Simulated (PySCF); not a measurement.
A structure optimised at PBE-D3(BJ)/def2-SVP, used in a PySCF frequency run:

```
C
F 1 1.3956
C 1 1.5126 2 114.54
H 3 1.1042 1 111.09 2 0.56
C 3 1.5125 4 115.06 1 -145.89
H 5 1.1084 3 111.64 4 -179.32
H 5 1.1095 6 107.23 3 -121.51
H 5 1.1096 6 107.77 7 -115.77
C 1 1.5131 2 114.83 3 -66.85
H 9 1.1010 1 115.63 2 -3.78
H 9 1.1028 10 114.92 1 143.73
Si 1 1.8951 2 109.82 3 148.15
H 12 1.5023 1 108.83 2 55.16
H 12 1.5033 13 109.21 1 120.52
H 12 1.5045 13 109.07 14 119.45
```

Write its SMILES and formula.

C[C@H]1C[C@@]1(F)[SiH3], C4H9FSi

What are its rotational constants (standard atomic weights)?

3.3645, 2.3735, 1.7441 GHz
